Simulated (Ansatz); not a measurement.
Reaction (ligand exchange at the Sn–C bond): `O[CH2][SnH2][Cl]` + HBr → `[Cl][SnH2][Br]` + CH₃OH

Calculated with Ansatz (gas phase, PBE0-D4/def2-TZVP geometries, no zero-point term in ΔE). CCSD(T)/CBS is the MP2 limit (def2-TZVPP, def2-QZVPP) plus CCSD(T) − MP2 in def2-TZVPP, frozen cores. This one scheme is used for every species. Functionals use def2-TZVPP. Elements past krypton have def2 core potentials. For Br, Sn outer-core shells are correlated without core-valence functions, which leaves a few kJ/mol of doubt a bond. Scalar relativity is left out up to krypton. Each species was taken in one conformer, which may not be the lowest.

| level | ΔE (kJ/mol) |
| --- | --- |
| PBE0-D4 | -133.1 |
| MP2/CBS(def2) | -136.0 |

Problem. What does CCSD(T)/CBS give? (Best estimate.)

Solution. Ansatz gave: -132.4 kJ/mol. The listed levels differ from it by -0.7, -3.6 kJ/mol.

Largest T1 diagnostic among the species: 0.011.

From PBE to PBE0 (25 % exact exchange), in def2-TZVPP and without D4, ΔE moves by −5.5 kJ/mol. In def2-TZVPP, CCSD(T) changes the Hartree–Fock value by +30.3 kJ/mol (the triples alone add +2.5 kJ/mol) and MP2 by +26.7 kJ/mol.
